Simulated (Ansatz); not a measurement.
H7Si3 (SMILES [SiH3][SiH][SiH3]) moved off its minimum; all values from Ansatz (an electronic-structure program), cores frozen in correlated methods. Open shells are unrestricted.
(charge 0, multiplicity 2)
```xyz
10

Si     1.95696     0.08389     0.39704
Si    -0.03290    -0.01564    -0.87338
Si    -1.99095    -0.06390     0.29368
H      2.33211    -1.12461     1.09823
H      1.86228     1.15475     1.36135
H      3.19099     0.37424    -0.54945
H      0.08676    -0.96325    -1.93016
H     -2.10405    -1.41062     1.08734
H     -3.10930     0.13922    -0.57339
H     -1.95043     0.97762     1.40516
```

Forces at wB97M-V/def2-TZVPP (eV/Å):

```tsv
atom	Fx	Fy	Fz
Si1	0.927	0.337	-1.757
Si2	0.809	0.790	0.908
Si3	0.499	-0.800	2.150
H4	-0.039	-0.604	0.314
H5	-0.079	0.502	0.414
H6	-1.231	-0.177	0.794
H7	-0.015	-0.763	-0.863
H8	-0.052	0.986	-0.786
H9	-0.788	0.088	-0.479
H10	-0.032	-0.359	-0.696
```

Q: Give the forces (eV/Å), the total energy and the dipole at CCSD(T)/cc-pV(T+d)Z.

A: 
```json
[
 {"atom": "Si1", "Fx": "1.001", "Fy": "0.344", "Fz": "-1.727"},
 {"atom": "Si2", "Fx": "0.849", "Fy": "0.831", "Fz": "0.784"},
 {"atom": "Si3", "Fx": "0.394", "Fy": "-0.806", "Fz": "2.210"},
 {"atom": "H4", "Fx": "-0.024", "Fy": "-0.677", "Fz": "0.358"},
 {"atom": "H5", "Fx": "-0.082", "Fy": "0.568", "Fz": "0.480"},
 {"atom": "H6", "Fx": "-1.158", "Fy": "-0.160", "Fz": "0.744"},
 {"atom": "H7", "Fx": "-0.007", "Fy": "-0.822", "Fz": "-0.943"},
 {"atom": "H8", "Fx": "-0.065", "Fy": "0.914", "Fz": "-0.748"},
 {"atom": "H9", "Fx": "-0.870", "Fy": "0.100", "Fz": "-0.528"},
 {"atom": "H10", "Fx": "-0.038", "Fy": "-0.293", "Fz": "-0.630"}
]
```
Energy -871.3089 hartree, dipole 0.56 D.
